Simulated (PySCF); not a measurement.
Vertical excitation energies

Compound: C6H7GaN2.
SMILES: `N#Cc1cc[n+]([GaH3-])cc1`

The calculation used TDDFT B3LYP/def2-SVPD, vertical, gas phase, core orbitals frozen in the response in PySCF 2.14.0, density-fitted response routines. Isolated species at its PBE0-D3(BJ)/def2-SVP geometry, gas phase. The B3LYP/def2-SVPD calculation is non-relativistic and has no spin–orbit coupling, an omission that weighs most on gallium.

```tsv
state	λ (nm)	E (eV)	f	symmetry	main configurations (H = HOMO, L = LUMO)
S1	365.5	3.39	0.060	A′	H→L (99%)
S2	358.2	3.46	0.0005	–	H-1→L (100%)
S3	284.8	4.35	0.0005	–	H→L+1 (98%)
S4	274.8	4.51	0.0027	A′	H-1→L+1 (100%)
S5	252.9	4.90	0.0019	–	H-3→L (97%)
S6	242.8	5.11	0.051	A″	H-2→L (82%), H-4→L+1 (14%)
S7	218.9	5.66	0.232	A′	H-4→L (87%)
S8	215.7	5.75	0.0000	–	H-5→L (98%)
S9	211.1	5.87	0.0001	–	H-3→L+1 (98%)
S10	198.4	6.25	0.013	A′	H→L+2 (90%)
```

Triplets (Tamm–Dancoff): T1 3.18 eV, H→L (94%); T2 3.44 eV, H-1→L (100%); T3 4.01 eV, H-2→L (95%); T4 4.04 eV, H-4→L (73%), H-2→L+1 (16%).

The lowest singlet comes at 365 nm (327 kJ/mol) in the ultraviolet; it is of moderate strength; its leading configuration is HOMO→LUMO (99%). The strongest level in the table is S7 at 5.66 eV (219 nm, f = 0.232). Löwdin shares by element: HOMO hydrogen 55% or more, gallium 39%; LUMO nitrogen 30%, carbon 29% or more (atoms not listed hold the other 41%). Weighted by f, the mean energy of these states is 5.22 eV. The listed states span 2.86 eV, and the widest gap between neighbours is 0.89 eV (S2 to S3). The oscillator strengths of these states sum to 0.363; summed over the whole spectrum of an exact calculation they would give the number of electrons, 88 (Thomas–Reiche–Kuhn). No computed singlet lies in the visible range (380 to 750 nm); the lowest, at 365 nm, stands 0.13 eV above its violet end (3.26 eV); a Tamm–Dancoff triplet lies at 389 nm, without intensity as long as spin–orbit coupling is left out. The vertical ionisation energy (ΔSCF) is 9.59 eV, 3.34 eV above S10. Symmetry labels in Cs follow from the direction of the transition dipole and are given only for states with f of 0.002 or more. The window holds the lowest 10 singlets.
